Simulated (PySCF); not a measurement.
Isomers of C9H10, from PySCF, PBE0-D3(BJ)/def2-SVP geometry optimisation, gas phase. One conformer each, no zero-point energy, no frequencies.

Question: Which isomer lies lower at this level?
A. `[CH:1]#[C:2][C:3]#[C:4][CH2:5][C:6](=[CH2:7])[CH2:8][CH3:9]` with C4–C5–C6–C7 130°, C5–C6–C8–C9 -57°: A = 3001, B = 743.1, C = 658.0 MHz, dipole 0.93 D
B. `CC#C[C@@]12[C@H]3C[C@@H]1[C@@H]2C3`: A = 4330, B = 918.8, C = 890.2 MHz, dipole 0.24 D

Answer: B. That is `CC#C[C@@]12[C@H]3C[C@@H]1[C@@H]2C3`, 11.4 kcal/mol below the other.

```json
{"SMILES": "CC#C[C@@]12[C@H]3C[C@@H]1[C@@H]2C3", "mapped SMILES": "[CH3:1][C:2]#[C:3][C@@:4]12[C@H:5]3[CH2:6][C@@H:7]1[C@@H:8]2[CH2:9]3", "E (Eh)": "-348.17991", "relative (kcal/mol)": "0.0", "relative (kJ/mol)": "0.0", "dipole (D)": "0.24"}
{"SMILES": "C#CC#CCC(=C)CC", "mapped SMILES": "[CH:1]#[C:2][C:3]#[C:4][CH2:5][C:6](=[CH2:7])[CH2:8][CH3:9]", "E (Eh)": "-348.16180", "relative (kcal/mol)": "11.4", "relative (kJ/mol)": "47.6", "dipole (D)": "0.93"}
```

As drawn, the lower has a three-membered ring, a four-membered ring and a quaternary carbon, which the higher lacks; the higher has a C=C bond outside aromatic rings, which the lower lacks.
